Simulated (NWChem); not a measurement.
# C₃H₄BFO; SMILES C(=CB(O)F)=C

```xyz
10

C      0.2392     2.6735     0.0000
C     -0.3203     1.4946     0.0000
C     -0.8604     0.2952     0.0000
B      0.0130    -0.9982     0.0000
O     -0.5006    -2.2482     0.0000
F      1.3378    -0.9044     0.0000
H      0.4845     3.1815     0.9382
H      0.4845     3.1815    -0.9382
H     -1.9583     0.2368     0.0000
H     -1.4614    -2.2635     0.0000
```
Atoms are numbered in this order, from 1.

Program: NWChem. Geometry: optimised at PBE0/def2-SVP.

**Question.** Taking PBE/def2-TZVPP as the yardstick, which of these has the fewest basis functions while keeping “highest occupied level (eV)” within 0.1 eV of it: PBE/def2-SVP; PBE/def2-SVPD; PBE/def2-TZVP?

**Answer.** PBE/def2-SVPD.
| level | basis functions | highest occupied level (eV) | relative time (rough) |
|---|---|---|---|
| PBE/def2-SVP | 104 | -6.47 | 1 |
| PBE/def2-SVPD | 158 | -6.68 | 4 |
| PBE/def2-TZVP | 210 | -6.62 | 4 |
| PBE/def2-TZVPP | 242 | -6.62 | 5 |

The yardstick is one finite set, not the basis-set limit.
